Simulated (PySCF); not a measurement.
Compound: C₆H₆N₂ (charge +1 and doublet state).
Cartesian coordinates in Å at the GFN2-xTB level; atoms count from 1:
```
atom  x, y, z in Å
C1     2.1221   -0.6215    0.4415
C2     0.9777   -0.0601   -0.0068
C3     0.9692    1.3317   -0.2831
N4     0.9384    2.4657   -0.4257
C5    -0.2927   -0.8160   -0.2234
C6    -1.5366    0.0219   -0.4868
C7    -1.8755    0.8273    0.6630
N8    -2.1248    1.4502    1.5815
H9     2.9813   -0.0247    0.7113
H10    2.2283   -1.6929    0.5327
H11   -0.4587   -1.5156    0.6046
H12   -0.1262   -1.4477   -1.1131
H13   -1.4060    0.7076   -1.3321
H14   -2.3972   -0.6264   -0.6856
```

The hyperfine couplings belong to this conformer and change with its torsions.

As a line formula: `N#CCC[C](C#N)[CH2+]` [radical] (charge +1).

Theory: UKS B3LYP, pcH-1 on C H N, non-relativistic, mean-field spin-orbit, GIAO in PySCF. Geometry: GFN2-xTB, one conformer, isolated ion. Couplings are sensitive to structure, and on GFN2-xTB geometries they can be far from those on DFT ones, by a factor of two or more for some ions and for spin on atoms past the first row. The SCF solution wasn't tested for stability.

(1) Give the principal g shifts and their parts.

(2) At 34.126 GHz, how far is the centre of the isotropic spectrum from where a free electron (g = 2.002319) resonates?

(3) What effective moment and Curie constant follow for a powder?

(4) In a frozen sample, at which fields do the three g values resonate at 9.5, 34, 94 and 263 GHz (hyperfine left aside), and which band first spreads them over more than twice a line width of 0.5 mT?

## Answers

(1) 
```json
{"Δg (ppm)": "relativistic mass correction", "1": "-163", "2": "-163", "3": "-163"}
{"Δg (ppm)": "gauge correction", "1": "15", "2": "21", "3": "34"}
{"Δg (ppm)": "orbital Zeeman/spin–orbit", "1": "933", "2": "1780", "3": "4081"}
{"Δg (ppm)": "total", "1": "785", "2": "1638", "3": "3952"}
```

So g = 2.00310, 2.00396, 2.00627 and g_iso = 2.00444; the tensor is rhombic: the two nearest values differ by 27 % of g3 − g1. 

(2) B = hν/(g μB) with μB/h = 13.99624 MHz/mT gives 1217.70 mT for the free electron and 1216.41 mT at g_iso, 1.29 mT lower.

(3) With the mean of g² = 4.0178 and S(S+1) = 0.75: μ_eff = √(⟨g²⟩S(S+1)) = 1.736 μB and χT = 0.12505·⟨g²⟩·S(S+1) = 0.377 cm³ K/mol (cgs; spin-Hamiltonian part alone).

(4) 
| band | GHz | B(g3) mT | B(g2) mT | B(g1) mT | spread mT |
| --- | --- | --- | --- | --- | --- |
| X | 9.5 | 338.32 | 338.71 | 338.85 | 0.53 |
| Q | 34.0 | 1210.81 | 1212.21 | 1212.73 | 1.91 |
| W | 94.0 | 3347.55 | 3351.41 | 3352.84 | 5.29 |
| J | 263.0 | 9366.01 | 9376.82 | 9380.82 | 14.81 |

The spread grows in proportion to the frequency. Q band is the first where it exceeds 1.0 mT.

The largest Mulliken spin populations are on C1 (+0.49), N4 (+0.27), C2 (+0.20) and C3 (-0.07). Three atoms exceed +0.15. The positive populations add up to 1.10 and the negative ones to -0.10, together 2S = 1.

The HOMO–LUMO gaps are 4.74 eV among the α and 1.06 eV among the β orbitals.

On one thread, Arm Neoverse V1 (aarch64) (shared host), this took 76 s of wall time (grids of density and orbitals included) and 0.97 GiB of memory at its peak.

The SMILES draws the unpaired electron on C2; the largest computed Mulliken spin population is on C1 (0.49 against 0.20).
